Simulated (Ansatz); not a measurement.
`Cl[SiH2][SiH](Cl)Cl` + HBr → `Cl[SiH2]Br` + `Cl[SiH2]Cl` at 700 K and 1 bar (cleavage of the Si–Si bond).

Calculated with Ansatz (gas phase, PBE0-D4/def2-TZVP geometries, no zero-point term in ΔE). CCSD(T)/CBS adds triple-zeta CCSD(T) − MP2 to the extrapolated MP2 energy (def2 sets, frozen cores). For Br outer-core shells are correlated without core-valence functions, which leaves a few kJ/mol of doubt a bond. Scalar relativity is left out up to krypton. One conformer a species, not always the lowest.

| species | CCSD(T)/CBS energy (Eh) | H − E (kJ/mol) | S (J/(mol·K)) |
| --- | --- | --- | --- |
| `Cl[SiH2][SiH](Cl)Cl` | -1959.44429 | 160.7 | 504.2 |
| HBr | -2573.91920 | 36.5 | 223.7 |
| `Cl[SiH2]Br` | -3323.46904 | 97.6 | 369.7 |
| `Cl[SiH2]Cl` | -1209.93203 | 98.0 | 351.1 |

H − E and S are ideal-gas, rigid-rotor, harmonic terms from PBE0-D4/def2-TZVP, for one conformer and one mirror image of each species. 1 Eh = 2625.50 kJ/mol, R = 8.31446 J/(mol·K).

Task: By hand: ΔE, ΔH, ΔS and ΔG.

Result: ΔE = (-3323.46904) + (-1209.93203) − (-1959.44429) − (-2573.91920) = -0.03758 Eh = -98.7 kJ/mol. Δ(H − E) = 97.6 + 98.0 − 160.7 − 36.5 = -1.6, so ΔH = -100.3 kJ/mol. ΔS = 369.7 + 351.1 − 504.2 − 223.7 = -7.1 J/(mol·K). ΔG = -100.3 − 700 × (-7.1)/1000 = -95.3 kJ/mol.

Task: By hand: the equilibrium constant, and the temperature at which ΔG would vanish if ΔH and ΔS stayed fixed.

Result: log₁₀ K = −ΔG/(RT ln 10) = 7.1. ΔG = 0 at ΔH/ΔS = 14127 K, far beyond where these terms or the molecules hold.

The number of gas molecules stays the same, so ΔS is small and ΔH decides. A doubt of 5 kJ/mol in ΔE shifts log₁₀ K by 0.4 here. Other conformers and mirror images would add mixing entropy, several J/(mol·K) or more a flexible species. Modes under 60 cm⁻¹, often nearly free rotors, make the harmonic entropy too high. These are equilibria of isolated gas molecules and say nothing of rates. Largest T1 diagnostic: 0.010 (customary marks: 0.02 for closed shells, 0.045 for open ones).
